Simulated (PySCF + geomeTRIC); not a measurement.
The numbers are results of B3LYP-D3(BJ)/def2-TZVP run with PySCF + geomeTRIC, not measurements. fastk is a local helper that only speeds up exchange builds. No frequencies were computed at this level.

```python
import json, numpy as np
from pyscf import gto, dft
from fastk import lowrank_exchange
atoms = """
Si    -2.234792    -0.971648    -0.215814
Ga     0.001812    -0.006889     0.053029
Si     1.978319    -1.456043     0.113328
Si     0.258075     2.421990     0.242730
H     -2.628863    -1.149571    -1.633885
H     -2.385842    -2.310067     0.400074
H     -3.304820    -0.140033     0.382324
H      3.239716    -0.731303    -0.164170
H      1.932074    -2.558382    -0.874679
H      2.188547    -2.115686     1.423756
H     -0.883063     3.175023    -0.327193
H      1.457795     2.944255    -0.451654
H      0.381042     2.898356     1.640633
"""
def scf(charge, spin, dm0=None):
    mol = gto.M(atom=atoms, basis='def2-tzvp', ecp={}, charge=charge, spin=spin, verbose=3, max_memory=5040)
    mf = dft.KS(mol, xc='b3lyp').density_fit(auxbasis="def2-universal-jkfit")
    mf.disp = 'd3bj'
    mf.grids.level = 3
    mf.conv_tol = 1e-8
    mf.max_cycle = 60
    mf.kernel(dm0)
    if not mf.converged:
        mf = mf.newton().run(mf.mo_coeff, mf.mo_occ).undo_soscf()
    return mf
mf = scf(0, 0)
from pyscf.geomopt.geometric_solver import kernel as optimize
path = []
done, mol = optimize(mf, maxsteps=80, assert_convergence=False, callback=lambda env: path.append((env["energy"], bool(env["g_scanner"].converged))))
res = dict(converged=bool(done and path[-1][1]), energy=path[-1][0], path=[e for e, c in path], xyz=mol.atom_coords(unit="Angstrom").tolist(), nao=mol.nao)
json.dump(res, open("result.json", "w"))
```

Output:

```
converged SCF energy = -2798.89787537297
Geometry optimization cycle 1
converged SCF energy = -2798.89787537288
cycle 1: E = -2798.89787537  dE = -2798.9  norm(grad) = 0.01371
Geometry optimization cycle 2
converged SCF energy = -2798.89978414842
cycle 2: E = -2798.89978415  dE = -0.00190878  norm(grad) = 0.0066786
Geometry optimization cycle 3
converged SCF energy = -2798.90008946342
cycle 3: E = -2798.90008946  dE = -0.000305315  norm(grad) = 0.00179238
Geometry optimization cycle 4
converged SCF energy = -2798.90013489744
cycle 4: E = -2798.9001349  dE = -4.5434e-05  norm(grad) = 0.00112284
Geometry optimization cycle 5
converged SCF energy = -2798.90016337608
cycle 5: E = -2798.90016338  dE = -2.84786e-05  norm(grad) = 0.000848743
Geometry optimization cycle 6
converged SCF energy = -2798.90016651077
cycle 6: E = -2798.90016651  dE = -3.13469e-06  norm(grad) = 0.000351148
Geometry optimization cycle 7
converged SCF energy = -2798.90016763165
cycle 7: E = -2798.90016763  dE = -1.12088e-06  norm(grad) = 0.000122131
Geometry optimization cycle 8
converged SCF energy = -2798.90016814173
cycle 8: E = -2798.90016814  dE = -5.10072e-07  norm(grad) = 0.000207797
Geometry optimization cycle 9
converged SCF energy = -2798.90016876372
cycle 9: E = -2798.90016876  dE = -6.21992e-07  norm(grad) = 0.00022994
Geometry optimization cycle 10
converged SCF energy = -2798.90016916202
cycle 10: E = -2798.90016916  dE = -3.98304e-07  norm(grad) = 0.000141267
Geometry optimization cycle 11
converged SCF energy = -2798.90016956326
cycle 11: E = -2798.90016956  dE = -4.01241e-07  norm(grad) = 0.00011448
Geometry optimization cycle 12
converged SCF energy = -2798.90017014603
cycle 12: E = -2798.90017015  dE = -5.82768e-07  norm(grad) = 0.00027199
Geometry optimization cycle 13
converged SCF energy = -2798.90017114263
cycle 13: E = -2798.90017114  dE = -9.96601e-07  norm(grad) = 0.000469992
Geometry optimization cycle 14
converged SCF energy = -2798.90017260512
cycle 14: E = -2798.90017261  dE = -1.46249e-06  norm(grad) = 0.000589373
Geometry optimization cycle 15
converged SCF energy = -2798.90017407775
cycle 15: E = -2798.90017408  dE = -1.47263e-06  norm(grad) = 0.000479009
Geometry optimization cycle 16
converged SCF energy = -2798.90017519448
cycle 16: E = -2798.90017519  dE = -1.11672e-06  norm(grad) = 0.000214218
Geometry optimization cycle 17
converged SCF energy = -2798.90017605181
cycle 17: E = -2798.90017605  dE = -8.57333e-07  norm(grad) = 0.000157588
Geometry optimization cycle 18
converged SCF energy = -2798.90017650531
cycle 18: E = -2798.90017651  dE = -4.535e-07  norm(grad) = 0.000143112
Geometry optimization cycle 19
converged SCF energy = -2798.90017659747
cycle 19: E = -2798.9001766  dE = -9.21641e-08  norm(grad) = 8.5566e-05
Geometry optimization cycle 20
converged SCF energy = -2798.90017668623
cycle 20: E = -2798.90017669  dE = -8.87576e-08  norm(grad) = 6.45574e-05
Geometry optimization cycle 21
converged SCF energy = -2798.90017665576
cycle 21: E = -2798.90017666  dE = 3.04713e-08  norm(grad) = 0.000131396
Geometry optimization cycle 22
converged SCF energy = -2798.90017679033
cycle 22: E = -2798.90017679  dE = -1.34567e-07  norm(grad) = 0.0001527
Geometry optimization cycle 23
converged SCF energy = -2798.90017698858
cycle 23: E = -2798.90017699  dE = -1.98259e-07  norm(grad) = 9.33245e-05
Geometry optimization cycle 24
converged SCF energy = -2798.90017713762
cycle 24: E = -2798.90017714  dE = -1.49033e-07  norm(grad) = 6.55043e-05
Geometry optimization cycle 25
converged SCF energy = -2798.90017728129
cycle 25: E = -2798.90017728  dE = -1.43672e-07  norm(grad) = 6.57141e-05
Geometry optimization cycle 26
converged SCF energy = -2798.90017742289
cycle 26: E = -2798.90017742  dE = -1.41601e-07  norm(grad) = 6.89168e-05
Geometry optimization cycle 27
converged SCF energy = -2798.90017756201
cycle 27: E = -2798.90017756  dE = -1.39121e-07  norm(grad) = 5.77874e-05
Geometry optimization cycle 28
converged SCF energy = -2798.90017770104
cycle 28: E = -2798.9001777  dE = -1.39026e-07  norm(grad) = 3.84967e-05
Geometry optimization cycle 29
converged SCF energy = -2798.90017783915
cycle 29: E = -2798.90017784  dE = -1.38108e-07  norm(grad) = 3.36385e-05
Geometry optimization cycle 30
converged SCF energy = -2798.90017797535
cycle 30: E = -2798.90017798  dE = -1.36208e-07  norm(grad) = 3.52924e-05
Geometry optimization cycle 31
converged SCF energy = -2798.90017810734
cycle 31: E = -2798.90017811  dE = -1.31988e-07  norm(grad) = 2.9142e-05
Geometry optimization cycle 32
converged SCF energy = -2798.90017823421
cycle 32: E = -2798.90017823  dE = -1.26866e-07  norm(grad) = 2.11807e-05
Geometry optimization cycle 33
converged SCF energy = -2798.90017835809
cycle 33: E = -2798.90017836  dE = -1.2388e-07  norm(grad) = 2.04668e-05
Geometry optimization cycle 34
converged SCF energy = -2798.90017848043
cycle 34: E = -2798.90017848  dE = -1.22339e-07  norm(grad) = 2.32815e-05
Geometry optimization cycle 35
converged SCF energy = -2798.90017851209
cycle 35: E = -2798.90017851  dE = -3.16668e-08  norm(grad) = 2.16184e-05
<class 'geometric.internal.Distance'> : 12
<class 'geometric.internal.Angle'> : 20
<class 'geometric.internal.OutOfPlane'> : 1
<class 'geometric.internal.Dihedral'> : 18
<class 'geometric.internal.TranslationX'> : 1
<class 'geometric.internal.TranslationY'> : 1
<class 'geometric.internal.TranslationZ'> : 1
<class 'geometric.internal.RotationA'> : 1
<class 'geometric.internal.RotationB'> : 1
<class 'geometric.internal.RotationC'> : 1
Step    0 : Gradient = 3.802e-03/4.682e-03 (rms/max) Energy = -2798.8978753729
Step    1 : Displace = 4.882e-02/7.483e-02 (rms/max) Trust = 1.000e-01 (=) Grad = 1.852e-03/3.289e-03 (rms/max) E (change) = -2798.8997841484 (-1.909e-03) Quality = 1.289
Step    2 : Displace = 2.628e-02/4.999e-02 (rms/max) Trust = 1.414e-01 (+) Grad = 4.971e-04/1.044e-03 (rms/max) E (change) = -2798.9000894634 (-3.053e-04) Quality = 1.124
Step    3 : Displace = 1.012e-02/1.622e-02 (rms/max) Trust = 2.000e-01 (+) Grad = 3.114e-04/6.480e-04 (rms/max) E (change) = -2798.9001348974 (-4.543e-05) Quality = 1.519
Step    4 : Displace = 1.400e-02/1.973e-02 (rms/max) Trust = 2.828e-01 (+) Grad = 2.354e-04/4.630e-04 (rms/max) E (change) = -2798.9001633761 (-2.848e-05) Quality = 1.162
Step    5 : Displace = 3.380e-03/4.800e-03 (rms/max) Trust = 3.000e-01 (+) Grad = 9.739e-05/1.867e-04 (rms/max) E (change) = -2798.9001665108 (-3.135e-06) Quality = 1.396
Step    6 : Displace = 2.252e-03/3.790e-03 (rms/max) Trust = 3.000e-01 (=) Grad = 3.387e-05/5.936e-05 (rms/max) E (change) = -2798.9001676317 (-1.121e-06) Quality = 1.322
Step    7 : Displace = 1.902e-03/3.296e-03 (rms/max) Trust = 3.000e-01 (=) Grad = 5.763e-05/1.194e-04 (rms/max) E (change) = -2798.9001681417 (-5.101e-07) Quality = 1.445
Step    8 : Displace = 3.634e-03/6.848e-03 (rms/max) Trust = 3.000e-01 (=) Grad = 6.377e-05/1.306e-04 (rms/max) E (change) = -2798.9001687637 (-6.220e-07) Quality = 1.184
Step    9 : Displace = 3.438e-03/7.083e-03 (rms/max) Trust = 3.000e-01 (=) Grad = 3.918e-05/6.937e-05 (rms/max) E (change) = -2798.9001691620 (-3.983e-07) Quality = 1.106
Step   10 : Displace = 4.237e-03/9.057e-03 (rms/max) Trust = 3.000e-01 (=) Grad = 3.175e-05/5.858e-05 (rms/max) E (change) = -2798.9001695633 (-4.012e-07) Quality = 1.064
Step   11 : Displace = 7.071e-03/1.521e-02 (rms/max) Trust = 3.000e-01 (=) Grad = 7.544e-05/1.622e-04 (rms/max) E (change) = -2798.9001701460 (-5.828e-07) Quality = 1.029
Step   12 : Displace = 1.413e-02/3.037e-02 (rms/max) Trust = 3.000e-01 (=) Grad = 1.304e-04/2.878e-04 (rms/max) E (change) = -2798.9001711426 (-9.966e-07) Quality = 0.941
Step   13 : Displace = 2.519e-02/5.403e-02 (rms/max) Trust = 3.000e-01 (=) Grad = 1.635e-04/3.611e-04 (rms/max) E (change) = -2798.9001726051 (-1.462e-06) Quality = 0.816
Step   14 : Displace = 3.222e-02/6.886e-02 (rms/max) Trust = 3.000e-01 (=) Grad = 1.329e-04/2.880e-04 (rms/max) E (change) = -2798.9001740778 (-1.473e-06) Quality = 0.666
Step   15 : Displace = 1.997e-02/4.225e-02 (rms/max) Trust = 3.000e-01 (=) Grad = 5.941e-05/1.207e-04 (rms/max) E (change) = -2798.9001751945 (-1.117e-06) Quality = 0.718
Step   16 : Displace = 5.214e-03/1.034e-02 (rms/max) Trust = 3.000e-01 (=) Grad = 4.371e-05/9.363e-05 (rms/max) E (change) = -2798.9001760518 (-8.573e-07) Quality = 0.971
Step   17 : Displace = 3.219e-03/6.110e-03 (rms/max) Trust = 3.000e-01 (=) Grad = 3.969e-05/8.581e-05 (rms/max) E (change) = -2798.9001765053 (-4.535e-07) Quality = 1.618
Step   18 : Displace = 1.884e-03/3.476e-03 (rms/max) Trust = 3.000e-01 (=) Grad = 2.373e-05/5.213e-05 (rms/max) E (change) = -2798.9001765975 (-9.216e-08) Quality = 0.664
Step   19 : Displace = 1.637e-03/2.538e-03 (rms/max) Trust = 3.000e-01 (=) Grad = 1.790e-05/3.529e-05 (rms/max) E (change) = -2798.9001766862 (-8.876e-08) Quality = 0.692
Step   20 : Displace = 3.042e-03/5.007e-03 (rms/max) Trust = 3.000e-01 (=) Grad = 3.644e-05/7.971e-05 (rms/max) E (change) = -2798.9001766558 (+3.047e-08) Quality = -0.228
Step   21 : Displace = 1.565e-03/2.692e-03 (rms/max) Trust = 1.521e-03 (-) Grad = 4.235e-05/9.532e-05 (rms/max) E (change) = -2798.9001767903 (-1.346e-07) Quality = 0.685
Step   22 : Displace = 1.572e-03/2.586e-03 (rms/max) Trust = 1.521e-03 (=) Grad = 2.588e-05/5.853e-05 (rms/max) E (change) = -2798.9001769886 (-1.983e-07) Quality = 0.685
Step   23 : Displace = 1.599e-03/2.685e-03 (rms/max) Trust = 1.521e-03 (=) Grad = 1.817e-05/3.575e-05 (rms/max) E (change) = -2798.9001771376 (-1.490e-07) Quality = 0.543
Step   24 : Displace = 1.564e-03/2.594e-03 (rms/max) Trust = 1.521e-03 (=) Grad = 1.823e-05/3.416e-05 (rms/max) E (change) = -2798.9001772813 (-1.437e-07) Quality = 0.502
Step   25 : Displace = 1.546e-03/2.570e-03 (rms/max) Trust = 1.521e-03 (=) Grad = 1.911e-05/3.729e-05 (rms/max) E (change) = -2798.9001774229 (-1.416e-07) Quality = 0.473
Step   26 : Displace = 1.552e-03/2.601e-03 (rms/max) Trust = 1.521e-03 (=) Grad = 1.603e-05/3.277e-05 (rms/max) E (change) = -2798.9001775620 (-1.391e-07) Quality = 0.460
Step   27 : Displace = 1.563e-03/2.598e-03 (rms/max) Trust = 1.521e-03 (=) Grad = 1.068e-05/2.178e-05 (rms/max) E (change) = -2798.9001777010 (-1.390e-07) Quality = 0.455
Step   28 : Displace = 1.565e-03/2.574e-03 (rms/max) Trust = 1.521e-03 (=) Grad = 9.330e-06/1.484e-05 (rms/max) E (change) = -2798.9001778391 (-1.381e-07) Quality = 0.451
Step   29 : Displace = 1.558e-03/2.557e-03 (rms/max) Trust = 1.521e-03 (=) Grad = 9.788e-06/1.880e-05 (rms/max) E (change) = -2798.9001779754 (-1.362e-07) Quality = 0.441
Step   30 : Displace = 1.546e-03/2.555e-03 (rms/max) Trust = 1.521e-03 (=) Grad = 8.083e-06/1.574e-05 (rms/max) E (change) = -2798.9001781073 (-1.320e-07) Quality = 0.425
Step   31 : Displace = 1.540e-03/2.564e-03 (rms/max) Trust = 1.521e-03 (=) Grad = 5.874e-06/1.034e-05 (rms/max) E (change) = -2798.9001782342 (-1.269e-07) Quality = 0.407
Step   32 : Displace = 1.542e-03/2.569e-03 (rms/max) Trust = 1.521e-03 (=) Grad = 5.676e-06/9.261e-06 (rms/max) E (change) = -2798.9001783581 (-1.239e-07) Quality = 0.395
Step   33 : Displace = 1.542e-03/2.553e-03 (rms/max) Trust = 1.521e-03 (=) Grad = 6.457e-06/9.898e-06 (rms/max) E (change) = -2798.9001784804 (-1.223e-07) Quality = 0.387
Step   34 : Displace = 3.369e-04/5.826e-04 (rms/max) Trust = 1.521e-03 (=) Grad = 5.996e-06/9.865e-06 (rms/max) E (change) = -2798.9001785121 (-3.167e-08) Quality = 1.131
Converged! =D
```

Cost: around 12 core-minutes (rough).
